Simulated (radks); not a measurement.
Valence configurations of Tm+ (all share [Xe]). Method: scalar-relativistic Kohn-Sham, LDA (Slater exchange, Perdew-Wang correlation), spin-polarised, spherical densities, finite nucleus; open shells are filled with parallel spins first (spin-orbit coupling, left out, can overturn this in heavy ions); Fermi nuclear charge, rms radius 5.2256 fm; computed with a radial shooting solver on a logarithmic mesh with Libxc functionals. Energies are relative to 4f13 6s1; eigenvalues in eV for spin up.

valence               E (eV)  moment (Bohr magnetons)    e(4f)    e(5d)   e(6p)    e(6s)
4f13 6s1               0.000                        2  -10.386        -       -   -9.758
4f14                   2.297                        0   -3.887        -       -        -
4f12.5 5d0.5 6s1       1.770                        3  -13.662   -7.938       -  -10.251
4f12 6s2               3.634                        2  -19.421        -       -  -11.073
4f13 6p1               3.861                        2  -11.820        -  -6.635        -
4f12 5d1 6s1           4.591                        4  -17.152   -8.756       -  -10.671
4f13 5d1               2.771                        2   -8.892   -6.143       -        -
4f11.5 5d0.5 6s2       8.284                        3  -23.248  -10.720       -  -11.499
4f11.5 5d1 6s1 6p0.5  10.167                        5  -22.650  -10.765  -7.273  -11.864
4f12 6s1 6p1           7.446                        4  -20.741        -  -7.690  -12.284

NIST lists [Xe] 4f13 6s1 as the ground configuration; this level of theory agrees among the configurations tried. The energies are those of spherical high-spin densities, not of single terms.
